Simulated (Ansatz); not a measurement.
GeH6O2Si (`O[SiH2][O][GeH3]`), relaxed with RKS PBE0-D4/def2-TZVP in Ansatz 0.2.0 from a PBE-D4/def2-SVP geometry. The force threshold is 0.005 eV/Å; the program also tests the step.

Charge 0, multiplicity 1.

Start:

```xyz
10

O    -2.474   -0.459   -0.856
Si   -1.253   -0.292    0.273
O     0.185    0.049   -0.504
Ge    1.837    0.552   -0.003
H    -2.357   -1.197   -1.480
H    -1.077   -1.556    1.077
H    -1.689    0.845    1.148
H     2.606    0.807   -1.320
H     2.488   -0.595    0.818
H     1.734    1.846    0.850
```

Problem. How much energy does the relaxation release, and in how many steps? (Best estimate.)

Solution. Computed: 0.11 eV, in 28 steps, 3 of them rejected.

Problem. Which bonds change most? (Estimate.)

Solution. Ansatz gave: Si2–O3 from 1.670 to 1.628 Å; O1–Si2 from 1.671 to 1.644 Å; Si2–H6 from 1.509 to 1.484 Å; Ge4–H9 from 1.554 to 1.533 Å.

Problem. Give the relaxed structure. (Estimate.)

Solution. The calculation gave: 
```xyz
10

O    -1.910   -0.014   -0.974
Si   -1.211   -0.456    0.446
O     0.404   -0.627    0.331
Ge    1.726    0.508   -0.033
H    -1.941   -0.664   -1.677
H    -1.732   -1.769    0.901
H    -1.559    0.643    1.377
H     1.930    0.524   -1.555
H     2.958   -0.045    0.693
H     1.335    1.900    0.490
```
